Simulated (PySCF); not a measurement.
The complex [Fe(H2O)5]2+ (charge +2) contains Fe(II), shell d6. The structure is a PBE0-D3(BJ)/def2-SVP, IEF-PCM water geometry optimised for multiplicity 5; coordination trigonal bipyramidal, point group Cs, metal–donor distances 2.04–2.08 Å.

Method (PySCF 2.14, density fitting): CASSCF(6,5) with orbitals averaged over all microstates of the shell, strongly contracted NEVPT2 on the averaged canonical orbitals; basis x2c-TZVPall on the metal, x2c-SVPall elsewhere; spin-free X2C; IEF-PCM water; spin-orbit coupling by state interaction with the mean-field operator over all roots.

CASSCF energies above the lowest CASSCF root:

| state | CASSCF / cm⁻¹ |
| --- | --- |
| 5A'' | 0 |
| 5A'' | 1448 |
| 5A' | 3853 |
| 5A' | 4308 |
| 5A' | 9590 |
| 3A' | 16408 |
| 3A'' | 20824 |
| 3A'' | 20933 |
| 3A'' | 21326 |
| 3A'' | 21613 |
| 3A'' | 22198 |
| 3A'' | 22216 |
| 3A' | 23673 |
| 3A' | 24073 |
| 3A'' | 24803 |
| 3A'' | 25166 |
| 1A' | 26164 |
| 1A' | 26236 |
| 3A'' | 27337 |
| 3A'' | 27609 |
| 3A'' | 28111 |
| 1A' | 28697 |

Q: How does dynamic correlation (SC-NEVPT2) move these states?

A: 
```json
{"state": "5A''", "NEVPT2 / cm⁻¹": "0", "shift / cm⁻¹": "0"}
{"state": "5A''", "NEVPT2 / cm⁻¹": "1821", "shift / cm⁻¹": "+373"}
{"state": "5A'", "NEVPT2 / cm⁻¹": "4736", "shift / cm⁻¹": "+884"}
{"state": "5A'", "NEVPT2 / cm⁻¹": "5302", "shift / cm⁻¹": "+994"}
{"state": "5A'", "NEVPT2 / cm⁻¹": "11516", "shift / cm⁻¹": "+1926"}
{"state": "3A'", "NEVPT2 / cm⁻¹": "13023", "shift / cm⁻¹": "-3385"}
{"state": "3A''", "NEVPT2 / cm⁻¹": "19078", "shift / cm⁻¹": "-1746"}
{"state": "3A''", "NEVPT2 / cm⁻¹": "18729", "shift / cm⁻¹": "-2204"}
{"state": "3A''", "NEVPT2 / cm⁻¹": "18810", "shift / cm⁻¹": "-2516"}
{"state": "3A''", "NEVPT2 / cm⁻¹": "19425", "shift / cm⁻¹": "-2188"}
{"state": "3A''", "NEVPT2 / cm⁻¹": "21138", "shift / cm⁻¹": "-1060"}
{"state": "3A''", "NEVPT2 / cm⁻¹": "21184", "shift / cm⁻¹": "-1032"}
{"state": "3A'", "NEVPT2 / cm⁻¹": "22264", "shift / cm⁻¹": "-1408"}
{"state": "3A'", "NEVPT2 / cm⁻¹": "22780", "shift / cm⁻¹": "-1293"}
{"state": "3A''", "NEVPT2 / cm⁻¹": "21853", "shift / cm⁻¹": "-2950"}
{"state": "3A''", "NEVPT2 / cm⁻¹": "22389", "shift / cm⁻¹": "-2778"}
{"state": "1A'", "NEVPT2 / cm⁻¹": "22712", "shift / cm⁻¹": "-3451"}
{"state": "1A'", "NEVPT2 / cm⁻¹": "22837", "shift / cm⁻¹": "-3399"}
{"state": "3A''", "NEVPT2 / cm⁻¹": "25503", "shift / cm⁻¹": "-1834"}
{"state": "3A''", "NEVPT2 / cm⁻¹": "25743", "shift / cm⁻¹": "-1866"}
{"state": "3A''", "NEVPT2 / cm⁻¹": "26175", "shift / cm⁻¹": "-1936"}
{"state": "1A'", "NEVPT2 / cm⁻¹": "24914", "shift / cm⁻¹": "-3782"}
```

NEVPT2 lifts 5A' from 4308 to 5302 cm⁻¹; on the d shell alone such lifts tend to overshoot. Gaps between spin states lean to high spin in this active space.
